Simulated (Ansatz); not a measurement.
`O=C[NH][SnH2][OH]` and `[OH][SnH2][NH][SiH3]` differ in one atom or group.

Ansatz, PBE0-D4/def2-TZVP geometries, multiplicity 1. Each molecule was computed in one conformer, which needn't be the lowest.

Elements past krypton have def2 core potentials.

```json
{"property": "HOMO energy (PBE/def2-TZVPP) / eV", "`O=C[NH][SnH2][OH]`": "-6.33"}
{"property": "LUMO energy (PBE/def2-TZVPP) / eV", "`O=C[NH][SnH2][OH]`": "-1.33"}
{"property": "size of the dipole moment (ωB97M-V/def2-TZVPP) / D", "`O=C[NH][SnH2][OH]`": "3.56"}
{"property": "LUMO energy (PBE0/def2-TZVPP) / eV", "`O=C[NH][SnH2][OH]`": "-0.41"}
{"property": "HOMO–LUMO gap (ωB97M-V/def2-TZVPP) / eV", "`O=C[NH][SnH2][OH]`": "11.44"}
{"property": "LUMO energy (B3LYP/def2-TZVPP) / eV", "`O=C[NH][SnH2][OH]`": "-0.70"}
```

Problem. What does the change do to each property? (An estimate is asked.)

Solution. Ansatz gave: 
```tsv
property	`[OH][SnH2][NH][SiH3]`	shift
HOMO energy (PBE/def2-TZVPP) / eV	-6.09	0.24
LUMO energy (PBE/def2-TZVPP) / eV	-1.28	0.05
size of the dipole moment (ωB97M-V/def2-TZVPP) / D	0.80	-2.76
LUMO energy (PBE0/def2-TZVPP) / eV	-0.39	0.02
HOMO–LUMO gap (ωB97M-V/def2-TZVPP) / eV	10.94	-0.50
LUMO energy (B3LYP/def2-TZVPP) / eV	-0.68	0.02
```

Dipoles are sizes alone; their direction can turn.

B3LYP here is the variant with VWN-RPA as its local correlation; programs differ in this.
